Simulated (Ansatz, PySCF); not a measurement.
Gas-phase reaction in SMILES: COB(O)[OH2+] → C[OH+]B(O)O
Geometries: B3LYP-D3(BJ)/def2-TZVP minima from Ansatz (a first-principles code), one conformer each, not searched for the lowest. Frequencies are from Ansatz or PySCF.

Wanted: isomerisation energy (0 K, with B3LYP-D3(BJ) harmonic zero-point energies), in eV. Cores are frozen in the correlated levels unless marked. Spin-orbit coupling is left out. Non-relativistic. Basis-set limits of correlation are two-point, X^-3; Hartree-Fock from the larger set.

```tsv
level	program	isomerisation energy (eV)
revPBE/def2-TZVPD	Ansatz	-0.21
PBE0-D3(BJ)/def2-TZVP	Ansatz + dftd3	-0.23
PBE0/def2-TZVPD	Ansatz	-0.23
r2SCAN0-D4/def2-TZVPD	Ansatz + dftd4	-0.24
```

**Question.** Predict the CCSD(T)/CBS(cc-pVTZ,cc-pVQZ) result (Ansatz).

**Answer.** -0.26 eV, so r2SCAN0-D4/def2-TZVPD differs from it by 0.02 eV.
